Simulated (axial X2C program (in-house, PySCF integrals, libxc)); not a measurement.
Low determinants of SnN⁺ at the PBE0 level, scalar-relativistic

All values were computed with an in-house relativistic program for diatomic molecules. Spin-free means the one-electron spin-free X2C Hamiltonian. Basis: Sn dyall-cv3z [11s12p9d4f1g], N dyall-av3z [7s7p3d2f] (cores contracted in-house); Gaussian nuclei, density fitting, unrestricted open shells. Masses: Sn 119.902 u, N 14.003 u.

Search at 2.119 Å (vertical energies from the lowest determinant):

```tsv
ΔE (eV)	state	electrons beyond evenly filled partner blocks	electrons in σ, π, δ, φ
0.00	M_S = 1, Λ = 0	π+α, π-α	26 22 8 0
0.64	M_S = 1, Λ = 1	σα, π+α, π+β, π-α	25 23 8 0
1.18	M_S = 0, Λ = 1	σβ, π+α, π+β, π-α	25 23 8 0
1.48	M_S = 0, Λ = 0	π+β, π-α	26 22 8 0
1.48	M_S = 0, Λ = 2	π+α, π+β	26 22 8 0
2.03	M_S = 2, Λ = 1	σα, 2 × π+α, π-α	25 23 8 0
3.08	M_S = 1, Λ = 1	σβ, 2 × π+α, π-α	25 23 8 0
```

Lowest determinant, M_S = 1, Λ = 0 (beyond evenly filled blocks: π+α, π-α): Re = 2.111 Å, ωe = 555.0 cm⁻¹.

The determinant in row 2 of the search, M_S = 1, Λ = 1 (beyond evenly filled blocks: σα, π+α, π+β, π-α), was followed along the bond at PBE0; measured from the minimum of the lowest determinant it gives:

Te = 0.533 eV (4301 cm⁻¹), Re = 1.989 Å, ωe = 604.0 cm⁻¹.

(1) Compare the bond of the determinant in row 2 with that of the lowest one.

The search compares states at one distance, so a state with another bond length can lie lower; it is not exhaustive and yields mostly the lowest determinant of each block pattern, so other components and higher states of one pattern are missing. These are energies of single determinants, not of spin-adapted states; PBE0 term energies can be off by some tenths of an eV, and the functional has no current term. Row 2 is spin-contaminated (⟨S²⟩ = 2.11 against 2.00), so its values are not those of a pure state.

Answers

(1) At PBE0 its Re is 0.122 Å shorter and its force constant, which goes as ωe², is 1.18 times that of the lowest determinant. This determinant mixes spin states, so it has no term energy of its own.
